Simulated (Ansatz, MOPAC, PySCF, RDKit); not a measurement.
Noncovalent pair: BrH3Sn (SMILES [Br][SnH3]) (first 5 atoms) with NH3 (SMILES N); geometry from B3LYP-D3(BJ)/def2-TZVP, rigid monomers moved along the line of their centres of mass till Sn2···N6 is 4.20 Å.
(charge 0, multiplicity 1):
```csv
atom,x (Å),y (Å),z (Å)
Br,2.3333,-0.3259,0.9776
Sn,0.4383,1.0620,0.0434
H,1.1379,1.6311,-1.4228
H,0.1374,2.3863,1.0683
H,-0.8834,0.0554,-0.3238
N,-1.3122,-0.3036,3.6135
H,-2.2347,-0.1276,3.9958
H,-1.2002,-1.3063,3.5130
H,-0.6266,0.0026,4.2947
```

Counterpoise-corrected where a basis set is named; no monomer relaxation. Rows marked so take none. RDKit's UFF carries no charges.

Correlated levels freeze the cores. Filled d and f shells under p-block atoms count as core. Rows in 3-21G carry no dispersion term and start afresh at each structure; the Pople sets are all-electron and without relativity. The state reached by PM3 isn't checked.

The values were computed with Ansatz (an electronic-structure program) with Gaussian orbitals; MOPAC for PM3 (differences of heats of formation); PySCF for 3-21G rows, the dispersion terms; RDKit for the force fields.  In def2 rows elements past Kr take small-core potentials, without spin–orbit coupling.

```json
[
 {"level": "UFF", "interaction energy (kcal/mol)": "-0.65"},
 {"level": "PM3", "interaction energy (kcal/mol)": "0.33"},
 {"level": "HF/3-21G (no counterpoise)", "interaction energy (kcal/mol)": "-5.48"},
 {"level": "PBE-D3(BJ)/def2-TZVPPD", "interaction energy (kcal/mol)": "-2.55"},
 {"level": "r2SCAN/def2-TZVPPD", "interaction energy (kcal/mol)": "-2.15"},
 {"level": "r2SCAN-D3(BJ)/def2-TZVPPD", "interaction energy (kcal/mol)": "…"},
 {"level": "B3LYP/def2-TZVPPD", "interaction energy (kcal/mol)": "…"},
 {"level": "SCS-MP2/def2-SVPD", "interaction energy (kcal/mol)": "-2.38"},
 {"level": "CCSD/def2-TZVPPD", "interaction energy (kcal/mol)": "-2.36"}
]
```

Question: Complete the blanks.

Answer: 
- r2SCAN-D3(BJ)/def2-TZVPPD, interaction energy (kcal/mol): -2.49
- B3LYP/def2-TZVPPD, interaction energy (kcal/mol): -1.53
